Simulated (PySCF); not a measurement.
NMR data simulated for an unnamed compound:

¹H NMR (400 MHz, computed): δ 7.87 (d, J = 9.4 Hz, 1H), 7.07 (dd, J = 11.9, 11.1 Hz, 1H), 6.99 (br, 2H), 6.76 (dd, J = 11.9, 9.4 Hz, 1H), 5.97 (d, J = 11.1 Hz, 1H), 3.72 (s, 3H).

¹³C{¹H} NMR (computed): δ 185.3 (C), 176.9 (C), 160.4 (CH), 154.1 (C), 145.2 (CH), 129.6 (CH), 109.1 (CH), 54.7 (CH3).

- geometry from PBE0-D3(BJ)/def2-SVP
- NMR shieldings at PBE0/pcSseg-1/GIAO
- spin–spin couplings from B3LYP/pcJ-1 (spin–dipole term only in couplings to heteroatoms)
- program: PySCF
- equivalent nuclei averaged, isolated molecule, non-relativistic, single conformer

Shifts are taken against calculated references (same method and geometry level): ¹H, ¹³C vs TMS.

**Question.** Which of these does the molecule contain: an ester, a CF3 group, a methoxy group, a vinyl group CH=CH2?

**Answer.** 
- An ester: no.
- A CF3 group: no.
- A methoxy group: yes (δC 54.7; δH 3.72 (s)).
- A vinyl group CH=CH2: no.

The data belong to `c1ccc(B)c(=O)c(OC)c1`, C₈H₉BO₂; they needn't prove each group on their own.

Carbon signals by region: 3 in the far downfield region (above 160 ppm), 4 in the sp2 and nitrile region (100–160 ppm), 1 at 50–100 ppm. Above 160 ppm: 185.3, ring carbonyl carbon, 176.9, unsaturated ring carbon, 160.4, unsaturated ring CH.

Hydrogens on boron are broadened and split by ¹¹B (spin 3/2, 80 %) and 10B (spin 3). A carbon bonded to boron is broadened by the quadrupolar boron nucleus and is often missing from a measured spectrum. Splittings below 1 Hz are ignored in the labels, and close J values are merged. Unscaled 3J(H,H) at this level run about 10 % above measured values. Shifts are as computed. Against solution values, carbons near 30 ppm lie about +2 ppm off and those near 130 ppm about +5 ppm (rms about the fit 1.9 ppm; single classes can miss by 10 ppm). Of 1328 compounds with measured shifts, 309 miss one by over three times the rms of a fit or turn the order of signals round; such compounds aren't used in these exercises. Signals without a measured value on file couldn't be tested in this way; 1H shifts scatter by 0.2 ppm about their fit, and single ones miss by 0.5 ppm.
